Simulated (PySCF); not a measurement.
# Radial density of Ca (calcium, neutral)

UHF, [Ar] 4s1 4p1, high-spin 3P determinant (an excited configuration). Computed with PySCF 2.14 in ANO-RCC-VTZP (6s5p2d1f, 38 functions), with scalar relativity by spin-free X2C-1e.

```json
{"r (bohr)": "0.00139", "4πr²ρ (e/bohr)": "0.1594", "4πr²(ρα − ρβ)": "0.0001"}
{"r (bohr)": "0.00234", "4πr²ρ (e/bohr)": "0.4096", "4πr²(ρα − ρβ)": "0.0001"}
{"r (bohr)": "0.00393", "4πr²ρ (e/bohr)": "1.031", "4πr²(ρα − ρβ)": "0.0003"}
{"r (bohr)": "0.00661", "4πr²ρ (e/bohr)": "2.506", "4πr²(ρα − ρβ)": "0.0008"}
{"r (bohr)": "0.0111", "4πr²ρ (e/bohr)": "5.703", "4πr²(ρα − ρβ)": "0.0018"}
{"r (bohr)": "0.0187", "4πr²ρ (e/bohr)": "11.59", "4πr²(ρα − ρβ)": "0.0036"}
{"r (bohr)": "0.0315", "4πr²ρ (e/bohr)": "19.38", "4πr²(ρα − ρβ)": "0.0056"}
{"r (bohr)": "0.0529", "4πr²ρ (e/bohr)": "23.58", "4πr²(ρα − ρβ)": "0.0056"}
{"r (bohr)": "0.0890", "4πr²ρ (e/bohr)": "19.27", "4πr²(ρα − ρβ)": "0.0040"}
{"r (bohr)": "0.150", "4πr²ρ (e/bohr)": "18.14", "4πr²(ρα − ρβ)": "0.0143"}
{"r (bohr)": "0.252", "4πr²ρ (e/bohr)": "24.71", "4πr²(ρα − ρβ)": "0.0255"}
{"r (bohr)": "0.424", "4πr²ρ (e/bohr)": "13.83", "4πr²(ρα − ρβ)": "0.0003"}
{"r (bohr)": "0.713", "4πr²ρ (e/bohr)": "6.092", "4πr²(ρα − ρβ)": "0.0672"}
{"r (bohr)": "1.20", "4πr²ρ (e/bohr)": "7.067", "4πr²(ρα − ρβ)": "0.0277"}
{"r (bohr)": "2.02", "4πr²ρ (e/bohr)": "1.644", "4πr²(ρα − ρβ)": "0.1050"}
{"r (bohr)": "3.39", "4πr²ρ (e/bohr)": "0.5444", "4πr²(ρα − ρβ)": "0.5091"}
{"r (bohr)": "5.70", "4πr²ρ (e/bohr)": "0.2859", "4πr²(ρα − ρβ)": "0.2859"}
{"r (bohr)": "9.59", "4πr²ρ (e/bohr)": "0.02029", "4πr²(ρα − ρβ)": "0.0203"}
{"r (bohr)": "16.1", "4πr²ρ (e/bohr)": "2.134e-05", "4πr²(ρα − ρβ)": "0.0000"}
```

Densities and radii are taken from the X2C orbitals without a picture-change correction, which distorts them close to the nucleus.
